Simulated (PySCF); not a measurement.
# Simulated absorption spectrum

Compound: C3H6F2S2Si.
Structure used (GFN2-xTB), in Å, numbered top down from 1:
```
atom  x, y, z in Å
F1    -1.5642   -0.7425   -1.5754
C2    -1.2840   -0.4409   -0.2603
Si3   -0.8524    1.4324   -0.0972
S4     1.1459    1.7720   -0.7798
C5     1.9602    0.3222   -0.0172
S6     1.3959   -1.2902   -0.6161
C7    -0.2155   -1.4061    0.2388
F8    -0.0465   -1.1841    1.5813
H9    -2.2016   -0.6598    0.3018
H10   -1.7137    2.1556   -1.0089
H11   -0.9517    1.7433    1.3256
H12    1.8396    0.3613    1.0625
H13    3.0119    0.3854   -0.2839
H14   -0.5244   -2.4492    0.1065
```

Computed, not measured: TDDFT B3LYP/def2-SVPD, vertical, gas phase, core orbitals frozen in the response (PySCF).

Each state is given a Gaussian of 0.5 eV full width at half maximum, with ε(max) = 2.175×10⁸ f / Δν̃ (Δν̃ the width in cm⁻¹). The width is an assumption, not a result. The curve ends short of the highest state used, and states not computed would add to its high-energy end.

```json
{"E (eV)": "4.29", "ε (L mol⁻¹ cm⁻¹)": "1"}
{"E (eV)": "4.33", "ε (L mol⁻¹ cm⁻¹)": "1"}
{"E (eV)": "4.37", "ε (L mol⁻¹ cm⁻¹)": "2"}
{"E (eV)": "4.41", "ε (L mol⁻¹ cm⁻¹)": "4"}
{"E (eV)": "4.46", "ε (L mol⁻¹ cm⁻¹)": "8"}
{"E (eV)": "4.50", "ε (L mol⁻¹ cm⁻¹)": "13"}
{"E (eV)": "4.54", "ε (L mol⁻¹ cm⁻¹)": "20"}
{"E (eV)": "4.58", "ε (L mol⁻¹ cm⁻¹)": "31"}
{"E (eV)": "4.62", "ε (L mol⁻¹ cm⁻¹)": "47"}
{"E (eV)": "4.66", "ε (L mol⁻¹ cm⁻¹)": "67"}
{"E (eV)": "4.70", "ε (L mol⁻¹ cm⁻¹)": "93"}
{"E (eV)": "4.75", "ε (L mol⁻¹ cm⁻¹)": "134"}
{"E (eV)": "4.79", "ε (L mol⁻¹ cm⁻¹)": "173"}
{"E (eV)": "4.83", "ε (L mol⁻¹ cm⁻¹)": "217"}
{"E (eV)": "4.87", "ε (L mol⁻¹ cm⁻¹)": "265"}
{"E (eV)": "4.91", "ε (L mol⁻¹ cm⁻¹)": "316"}
{"E (eV)": "4.95", "ε (L mol⁻¹ cm⁻¹)": "368"}
{"E (eV)": "4.99", "ε (L mol⁻¹ cm⁻¹)": "422"}
{"E (eV)": "5.04", "ε (L mol⁻¹ cm⁻¹)": "490"}
{"E (eV)": "5.08", "ε (L mol⁻¹ cm⁻¹)": "545"}
{"E (eV)": "5.12", "ε (L mol⁻¹ cm⁻¹)": "602"}
{"E (eV)": "5.16", "ε (L mol⁻¹ cm⁻¹)": "660"}
{"E (eV)": "5.20", "ε (L mol⁻¹ cm⁻¹)": "718"}
{"E (eV)": "5.24", "ε (L mol⁻¹ cm⁻¹)": "775"}
{"E (eV)": "5.28", "ε (L mol⁻¹ cm⁻¹)": "826"}
{"E (eV)": "5.33", "ε (L mol⁻¹ cm⁻¹)": "878"}
{"E (eV)": "5.37", "ε (L mol⁻¹ cm⁻¹)": "905"}
{"E (eV)": "5.41", "ε (L mol⁻¹ cm⁻¹)": "918"}
{"E (eV)": "5.45", "ε (L mol⁻¹ cm⁻¹)": "917"}
{"E (eV)": "5.49", "ε (L mol⁻¹ cm⁻¹)": "906"}
{"E (eV)": "5.53", "ε (L mol⁻¹ cm⁻¹)": "892"}
{"E (eV)": "5.57", "ε (L mol⁻¹ cm⁻¹)": "883"}
{"E (eV)": "5.62", "ε (L mol⁻¹ cm⁻¹)": "891"}
{"E (eV)": "5.66", "ε (L mol⁻¹ cm⁻¹)": "924"}
{"E (eV)": "5.70", "ε (L mol⁻¹ cm⁻¹)": "986"}
{"E (eV)": "5.74", "ε (L mol⁻¹ cm⁻¹)": "1077"}
```

**Question.** Locate the maxima and give the states behind the curve.

**Answer.** 228 nm (5.43 eV), ε about 920, made up of S2 (86%) (hardly more than a shoulder) (ε in L mol⁻¹ cm⁻¹; maxima over ε = 5, shares over 10%). At its high-energy end, 5.74 eV, the curve is still rising (ε about 1100, from S2, S4 and S5). The states used: S1 5.04 eV (f 0.0061); S2 5.42 eV (f 0.015); S3 5.52 eV (f 0.0001); S4 5.90 eV (f 0.0040); S5 5.97 eV (f 0.017); S6 6.11 eV (f 0.0087); S7 6.30 eV (f 0.015); S8 6.34 eV (f 0.013).

**Question.** Coming from long wavelengths, where does ε first pass 100 L mol⁻¹ cm⁻¹?

**Answer.** At about 263 nm (4.71 eV), 0.33 eV below S1.

**Question.** What would ε be at 5.43 eV, the highest of these maxima, with half the width (0.25 eV)?

**Answer.** About 1590 L mol⁻¹ cm⁻¹ against 919, a factor of about 1.7; a lone state at its own centre would give exactly 2.

**Question.** On this curve, what absorbance would a 10⁻⁵ mol/L sample give at 280 nm over a 1 cm path?

**Answer.** 280 nm is 4.428 eV, where ε is about 5.1 L mol⁻¹ cm⁻¹, so A = ε c l ≈ 5.1e-05 (Beer–Lambert, with the gas-phase spectrum and the assumed width).

One conformer stands for the species.
